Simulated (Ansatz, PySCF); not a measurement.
Stretching the Sb1–H2 bond in ClH2Sb (SMILES [Cl][SbH2]) (multiplicity 1 held, fragments rigid). Energies count from the point at 1.719 Å.
Geometry at that point (charge 0, multiplicity 1):
```csv
atom,x (Å),y (Å),z (Å)
Sb,-0.3356,-0.3430,0.3187
H,-0.0005,-1.7012,-0.6794
H,-1.7192,0.0248,-0.6320
Cl,1.1081,1.1276,-0.8788
```

Restricted levels (R-, RO-) in cc, def2 and unpolarised 6-31G sets keep to the state of the molecule at rest. U- levels take the lowest unrestricted solution at each point, which mixes spins at long bonds. Active spaces are followed from a long bond inwards. Levels need not reach the same state.

Cores are frozen in the correlated methods. Filled d and f shells under p-block atoms count as core. Rows in 3-21G, LANL2DZ carry no dispersion term and start afresh at each structure; the Pople sets are all-electron and without relativity. LANL2DZ brings its own core potentials from Na on.

Codes used: Ansatz (an electronic-structure program); PySCF for 3-21G rows, LANL2DZ rows. Values without a source in brackets are computed. In def2 rows elements past Kr take small-core potentials, without spin–orbit coupling.

```
level                                   energy at R = 5.499 Å (kJ/mol)
--------------------------------------  ------------------------------
R-HF/3-21G                                                       657.9
U-HF/LANL2DZ                                                     183.6
R-HF/def2-TZVPP                                                  629.8
U-r2SCAN/def2-TZVPP                                              275.0
R-B3LYP/def2-TZVPP                                               435.7
R-wB97X-V/def2-TZVPP                                                 …
U-wB97X-V/def2-TZVPP                                             285.9
R-MP2/def2-TZVPP                                                     …
FIC-MRCISD+Q on CASSCF(2,2)/def2-TZVPP                           280.8
```

Problem. Complete the blanks.

Solution. 
- R-wB97X-V/def2-TZVPP, energy at R = 5.499 Å (kJ/mol): 582.9
- R-MP2/def2-TZVPP, energy at R = 5.499 Å (kJ/mol): 359.0

Doubts at one or more of the structures used: a restricted determinant that unrestricted orbitals would lower (R-HF/3-21G, R-HF/def2-TZVPP, R-B3LYP/def2-TZVPP, R-wB97X-V/def2-TZVPP, R-MP2/def2-TZVPP); a spin-contaminated determinant (U-HF/LANL2DZ, U-r2SCAN/def2-TZVPP, U-wB97X-V/def2-TZVPP).
